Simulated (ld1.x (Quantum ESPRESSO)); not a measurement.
## Ge (Z = 32): one change to a PAW potential, before and after

```
Element                 : Ge
Generator               : ld1.x (Quantum ESPRESSO) 7.5
Type                    : PAW
Functional              : PBE
Relativity              : scalar-relativistic
Frozen core             : [Ar] 3d10
Valence charge          : 4
Reference configuration : 4s2 4p1 (charge +1)
Partial waves           : 4s (bound): rcut 1.40, rcutus 1.75 bohr; 4s channel at -0.75 Ry: rcut 1.40, rcutus 1.75 bohr; 4p (bound): rcut 1.90, rcutus 2.10 bohr; 4p channel at -0.5 Ry: rcut 1.90, rcutus 2.10 bohr
Local potential         : all-electron potential smoothed inside 1.50 bohr (lloc = -2)
Core correction         : a·sin(br)/r model core inside 1.40 bohr
Augmentation charge     : PSQ, inside the norm-conserving radii
```

All-electron outer shells of the reference configuration (PBE, scalar-relativistic, ld1.x):

```tsv
shell	level (eV)	outermost node (bohr)	outermost maximum (bohr)
4s	-19.86	0.77	1.71
4p	-11.24	0.82	2.08
```

Change: core correction a·sin(br)/r model core inside 2.14 bohr.

Cutoffs: the cutoffs (Ry, on a coarse ladder) from which the occupation-weighted sum of valence levels, in a spherical-Bessel basis at the reference potential, stays within 10 and 1 mRy of its value at 400 Ry; they do not see the model core or the augmentation charge, which bear on the density cutoff. Errors are all-electron minus pseudo energies relative to the spin-unpolarised reference configuration.

**Question.** Predict the effect on cutoff, ghosts and configuration errors.

**Answer.** The potential gets neither clearly harder nor softer (10 Ry and 15 Ry → 10 Ry and 15 Ry); of the 7 tests that both files solve, the error grows in 0 and shrinks in 5 by more than 15 % and 0.3 meV (median size 6.1 → 4.4 meV); neither file shows a bound ghost. A wider model core is smoother and lowers the density cutoff, which this test does not measure.

| quantity | base | changed |
| --- | --- | --- |
| cutoff, loose | 10 Ry | 10 Ry |
| cutoff, tight | 15 Ry | 15 Ry |
| bound ghosts | none | none |
| error for 4s2 4p2, meV [ΔE -7.44 eV] | -4.7 | -3.4 |
| error for 4s2 4p0, meV [ΔE 15.44 eV] | -26 | -26 |
| error for 4s1 4p0, meV [ΔE 50.23 eV] | -249 | -252 |
| error for 4s2 4p2.3, meV [ΔE -8.33 eV] | -6.1 | -4.4 |
| error for 4s1 4p3, meV [ΔE 0.53 eV] | -2.6 | -0.9 |
| error for 4s0 4p4, meV [ΔE 8.75 eV] | -22 | -17 |
| error for 4s2 4p1.5, meV [ΔE -4.64 eV] | -1.6 | -1.2 |
| s: phases at 2.29 bohr within 0.05 rad from the reference energy up to (Ry; the scan ends near 5) | 3.8 | 3.8 |
| p: phases at 2.29 bohr within 0.05 rad from the reference energy up to (Ry; the scan ends near 5) | 4.4 | 4.4 |
| lowest overlap eigenvalue by channel | s 0.43, p 0.66 | s 0.43, p 0.66 |
